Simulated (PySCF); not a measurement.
Some computed properties have been withheld. Give your best values.

C₆H₅Cl.
SMILES: `C#C[C@@H]1C/C1=C\Cl`

| property | level | value |
| --- | --- | --- |
| point group of the GFN2-xTB geometry | GFN2-xTB | C1 |
| rotational constants A, B, C of the GFN2-xTB geometry | GFN2-xTB | ? |
| dipole moment | PBE0/def2-SVPD | 1.45 D |
| HOMO energy | PBE0/def2-SVPD | ? |
| LUMO energy | PBE0/def2-SVPD | ? |
| lowest singlet excitation | TDDFT PBE0/def2-SVPD | ? |
| strongest line among the 6 lowest singlet transitions | TDDFT PBE0/def2-SVPD | ? |
| lowest triplet excitation (Tamm–Dancoff) | TDA PBE0/def2-SVPD | ? |
| static isotropic polarisability | PBE0/def2-SVPD | ? |
| electronic spatial extent ⟨r²⟩ about the centre of nuclear charge | PBE0/def2-SVPD | 1186 bohr² |
| 13C chemical shifts (computed TMS as zero) by class | GIAO PBE0/pcSseg-1 | 133.1 (1 C), 125.7 (1 C), 88.1 (1 C), 72.6 (1 C), 16.4 (1 C), 11.4 (1 C) ppm |
| 1H chemical shifts (computed TMS as zero) by class | GIAO PBE0/pcSseg-1 | 6.81 (1 H), 2.32 (1 H), 1.65 (1 H), 1.55 (1 H), 1.31 (1 H) ppm |
| isotropic shieldings of nuclei other than C and H, by class | GIAO PBE0/pcSseg-1 | 736 (1 Cl) ppm |

Gas-phase values; electronic properties from PySCF, density fitting. Isolated species at its GFN2-xTB geometry, gas phase.

Task: The lowest singlet excitation?

Result: 5.90 eV (210 nm, f = 0.030).

Task: What is the strongest line among the 6 lowest singlet transitions?

Result: S5 at 6.53 eV (190 nm, f = 0.178).

Task: What is the HOMO energy?

Result: -7.43 eV.

Task: Give the static isotropic polarisability.

Result: 84.6 au.

Task: The LUMO energy?

Result: -0.47 eV.

Task: What is the lowest triplet excitation (Tamm–Dancoff)?

Result: 4.16 eV.

Task: The rotational constants A, B, C of the GFN2-xTB geometry?

Result: 6.166, 0.991, 0.916 GHz.

The vertical singlet–triplet gap S1 − T1 is 1.74 eV (TDDFT singlet less Tamm–Dancoff triplet; S1: HOMO−1→LUMO, weight 0.52, beside HOMO→LUMO, weight 0.41; T1: HOMO→LUMO, weight 0.75). The rotational constants make it an asymmetric top with κ = (2B − A − C)/(A − C) = -0.97, nearer the prolate limit (−1). In wavenumbers S1 is 47600 cm⁻¹ (1 eV = 8065.54 cm⁻¹). The principal polarisabilities are 61.9, 74.4 and 117.6 au; their mean is the isotropic value. No computed singlet falls in the visible range (750 to 380 nm, 1.65 to 3.26 eV); S1 lies 2.64 eV above its blue end.
